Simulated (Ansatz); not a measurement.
Computed with Ansatz.

Basis-set series for FH6NOSi2 (`O[SiH2]N[SiH2]F`). Charge 0, multiplicity 1. The geometry is a stationary point of PBE0-D4/def2-TZVP. It is one conformer, not always the lowest.

```
functional       basis  functions  energy (Eh)  HOMO (eV)  LUMO (eV)
   PBE0-D4  def2-TZVPP        261   -812.23016      -8.42       0.31
   PBE0-D4  def2-QZVPP        491   -812.26469      -8.45       0.03
   ωB97M-V  def2-TZVPP        261   -812.60032     -10.78       1.83
   ωB97M-V  def2-QZVPP        491   -812.63235     -10.81       1.29
```

Give the rows for def2-SVP. (Best estimate.)

The calculation gave: 
```csv
functional,basis,functions,energy (Eh),HOMO (eV),LUMO (eV)
PBE0-D4,def2-SVP,108,-811.71937,-8.29,1.03
ωB97M-V,def2-SVP,108,-812.08168,-10.61,2.80
```

Positive LUMOs are unbound and depend on the basis.
